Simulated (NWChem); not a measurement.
System meant: TiBr4; SMILES [Br][Ti]([Br])([Br])[Br]

NWChem input:

```
start job
memory heap 200 mb stack 900 mb global 1100 mb
geometry units angstroms noautosym nocenter noautoz
  Ti    -0.000040    -0.000001    -0.000030
  Br    -1.552023    -1.142672     1.311811
  Br     1.492082     1.142433     1.379636
  Br     1.172030    -1.522512    -1.320308
  Br    -1.112030     1.522762    -1.371118
end
basis spherical
  Ti library def2-svp
  Br library def2-svp
end
dft
  xc m06-l
  iterations 150
end
property
  shielding 2 1 2
end
task dft property
```

End of the output:

```
 Vector   84  Occ=0.000000D+00  E=-1.432346D-01
              MO Center= -3.9D-02,  6.4D-03, -2.5D-03, r^2= 2.8D+00
   Bfn.  Coefficient  Atom+Function         Bfn.  Coefficient  Atom+Function
  ----- ------------  ---------------      ----- ------------  ---------------
    18      0.634918  1 Ti d  1              15      0.316506  1 Ti d -2
    23      0.249636  1 Ti d  1              13      0.195427  1 Ti py
   143     -0.195488  5 Br py                47     -0.183265  2 Br py
   111     -0.165095  4 Br py                79     -0.160430  3 Br py
   140     -0.137804  5 Br py                44     -0.128833  2 Br py

 center of mass
 --------------
 x =   0.00001487 y =   0.00000431 z =   0.00000155

 moments of inertia (a.u.)
 ------------------
        4136.718457196628          -0.077104331731           0.041962311485
          -0.077104331731        4136.047732727558           0.151146304231
           0.041962311485           0.151146304231        4136.127064685878

     Multipole analysis of the density
     ---------------------------------

     L   x y z        total         alpha         beta         nuclear
     -   - - -        -----         -----         ----         -------
     0   0 0 0     -0.000000    -81.000000    -81.000000    162.000000

     1   1 0 0      0.000176     -0.001032     -0.001032      0.002239
     1   0 1 0      0.000019     -0.000334     -0.000334      0.000686
     1   0 0 1     -0.000096     -0.000119     -0.000119      0.000142

     2   2 0 0    -66.763086   -486.169678   -486.169678    905.576270
     2   1 1 0     -0.000216     -0.016992     -0.016992      0.033768
     2   1 0 1      0.000177      0.009277      0.009277     -0.018378
     2   0 2 0    -66.763007   -486.316513   -486.316513    905.870018
     2   0 1 1      0.000686      0.033441      0.033441     -0.066196
     2   0 0 2    -66.763127   -486.299201   -486.299201    905.835274

          -----------------------------------------
          Chemical Shielding Tensors (GIAO, in ppm)
          -----------------------------------------

 ------------------------------------------------------------------------
  xm06: d2 not coded                    0
 ------------------------------------------------------------------------
 ------------------------------------------------------------------------
  current input line :
    21: task dft property
 ------------------------------------------------------------------------
 ------------------------------------------------------------------------
 This error has not yet been assigned to a category
 ------------------------------------------------------------------------
 For more information see the NWChem manual at https://nwchemgit.github.io

0: xm06: d2 not coded:Received an Error in Communication
```

**Question.** Find the fault in this run and fix the input.

**Answer.** The run crashed. Cause: this functional's second derivatives, which shieldings need, aren't coded here; the fix takes a hybrid GGA instead. This input runs:
```
start job
memory heap 200 mb stack 900 mb global 1100 mb
geometry units angstroms noautosym nocenter noautoz
  Ti    -0.000040    -0.000001    -0.000030
  Br    -1.552023    -1.142672     1.311811
  Br     1.492082     1.142433     1.379636
  Br     1.172030    -1.522512    -1.320308
  Br    -1.112030     1.522762    -1.371118
end
basis spherical
  * library def2-svp
end
dft
  xc pbe0
  iterations 150
end
property
  shielding 2 1 2
end
task dft property
```
It converges to -11143.60343 Ha (PBE0/def2-SVP, GIAO).
